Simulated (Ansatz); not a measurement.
Consider the atomization: `N[Si](N)(N)F` → F• + 6 H• + 3 N• + Si•.

Program: Ansatz. Geometries: PBE0-D4/def2-TZVP. ΔE: electronic, gas phase. CBS: MP2 limit from def2 TZ/QZ plus the TZ coupled-cluster correction, frozen cores. This one scheme is used for every species, atoms too. Functionals use def2-TZVPP. B3LYP here is the variant with VWN-RPA as its local correlation; programs differ in this. Open shells (•) are unrestricted, without spin–orbit coupling. Spin–orbit coupling would lower the free atoms: a little for F, Si. One conformer a species, not always the lowest.

| level | ΔE (kJ/mol) |
| --- | --- |
| B3LYP-D4 | 4126.1 |
| r2SCAN | 4075.6 |

(1) What does CCSD(T)/CBS give? (Estimate.)

(2) What do rigid-rotor, harmonic-oscillator terms from PBE0-D4/def2-TZVP frequencies (298.15 K, 1 bar) make of the CCSD(T)/CBS value? (Best estimate.)

Largest T1 diagnostic among the species: 0.012.

Answers

(1) The calculation gave: +4124.2 kJ/mol. The listed levels differ from it by 1.9, -48.6 kJ/mol.

(2) Computed: ΔZPE = -213.8 kJ/mol, ΔH = +3953.4 kJ/mol, ΔS = 1109 J/(mol·K), ΔG = +3622.8 kJ/mol. Open shells count their whole term as degenerate. Modes under 50 cm⁻¹ make the entropy rough.

From r2SCAN to r2SCAN0 (25 % exact exchange), in def2-TZVPP and without D4, ΔE moves by −76.9 kJ/mol: exact exchange takes away binding that semilocal exchange gives to molecules. At CCSD(T), def2-SVP lies −405.3 kJ/mol from the extrapolated value and def2-TZVPP −151.5 kJ/mol: correlation converges slowly with the basis, and small sets miss more of it in the bonded molecule than in its fragments. In def2-TZVPP, CCSD(T) changes the Hartree–Fock value by +1163.1 kJ/mol (the triples alone add +61.0 kJ/mol) and MP2 by +1237.7 kJ/mol; breaking electron pairs costs correlation energy, which Hartree–Fock lacks.

For atomizations the MP2-based limit and the directly extrapolated one differ by several kJ/mol either way, and by 10 to 25 for some Ge, Se and Sn compounds, so smaller differences from it don't rank the levels.
